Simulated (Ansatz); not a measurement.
Ideal-gas functions of `[F][In]([F])[Cl]` at 298.15 K and 1 bar, from an Ansatz frequency run at PBE0-D4/def2-TZVP.

Molar mass 188.27 g/mol, point group C2v (symmetry number 2), electronic degeneracy 1, moments of inertia 99.68, 215.476, 315.156 u Å². Harmonic wavenumbers (cm⁻¹, unscaled): 99, 131, 133, 390, 616, 627.

Use S(trans) = R[1.5 ln M + 2.5 ln T − 1.1517]; rotational temperatures θ = 24.2544 K / I; S(rot) = R[ln(√π/σ · √(T³/θAθBθC)) + 1.5]; for each mode x = 1.438777 ν̃/T, S = R[x/(eˣ − 1) − ln(1 − e⁻ˣ)] and H = RT x/(eˣ − 1); 1 cm⁻¹ = 0.0119627 kJ/mol; R = 8.31446 J/(mol·K).

Question: By hand: the entropy, in J/(mol·K).

Answer: Translation 174.2. Rotation: θ = 0.2433, 0.1126, 0.077 K, giving 108.1. Vibration, mode by mode: 14.53, 12.26, 12.14, 4.18, 1.77, 1.70, in all 46.6. Electronic 0.0. Sum 328.9 J/(mol·K).

Question: By hand: H − E and G − E in kJ/mol, counted from the electronic energy.

Answer: Zero-point energy ½ × 1996 × 0.0119627 = 11.9; thermal vibration 7.1; translation, rotation and pV give 4 RT = 9.9. H − E = 28.9 kJ/mol, and G − E = 28.9 − 298.15 × 328.9/1000 = -69.2 kJ/mol.

Vibration gives 14 % of the entropy, 38.9 J/(mol·K) of it from the modes under 150 cm⁻¹: soft modes count most, and the harmonic formula is weakest for them.
